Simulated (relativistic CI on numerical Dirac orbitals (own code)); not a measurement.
# Hyperfine structure of Zr29+, mass number 91

Method of calculation: Dirac-Coulomb-Breit CI, separate exchange-only KLI orbitals for each configuration, QED by a radiative potential, unscaled Slater integrals (own radial code, finite nucleus).

Configurations in the expansion (outside the closed core [Ne]): 3s, 3p, 3d, 4s, 4p, 4d, 4f, 5s, 5p, 5d, 5f, 5g, 6s, 6p, 6d. Levels of other configurations are missing.

Nuclear spin I = 5/2, μ = -1.3022 μN, Q = -0.176 b (tables of Stone and Pyykkö). The electronic factors are computed for point nuclear moments, without core polarisation or the Bohr-Weisskopf and QED corrections.

```json
{"Level": "3s ²S1/2", "E (eV)": "0.000", "A (GHz)": "-255.6", "B (GHz)": ""}
{"Level": "3p ²P°1/2", "E (eV)": "65.636", "A (GHz)": "-78.25", "B (GHz)": ""}
{"Level": "3p ²P°3/2", "E (eV)": "86.910", "A (GHz)": "-13.57", "B (GHz)": "-8.68"}
{"Level": "3d ²D3/2", "E (eV)": "173.403", "A (GHz)": "-6.693", "B (GHz)": "-1.43"}
{"Level": "3d ²D5/2", "E (eV)": "177.658", "A (GHz)": "-2.814", "B (GHz)": "-1.96"}
{"Level": "4s ²S1/2", "E (eV)": "727.389", "A (GHz)": "-103.3", "B (GHz)": ""}
{"Level": "4p ²P°1/2", "E (eV)": "754.267", "A (GHz)": "-32.04", "B (GHz)": ""}
{"Level": "4p ²P°3/2", "E (eV)": "762.813", "A (GHz)": "-5.58", "B (GHz)": "-3.58"}
```

Levels with J = 0, under 50 % of one LS term, or S terms without an open s electron are left out. Small factors come from cancelling terms and can be off by tens of per cent or more.

At this charge energies of transitions that change n are usually good to better than 1 %, and those within a shell (Δn = 0) to a few per cent.

Question: Give the hyperfine levels of 3s ²S1/2 relative to its centre of gravity.

Answer: With K = F(F + 1) − I(I + 1) − J(J + 1), E = AK/2: F = 2: 447.4, F = 3: -319.5 GHz.
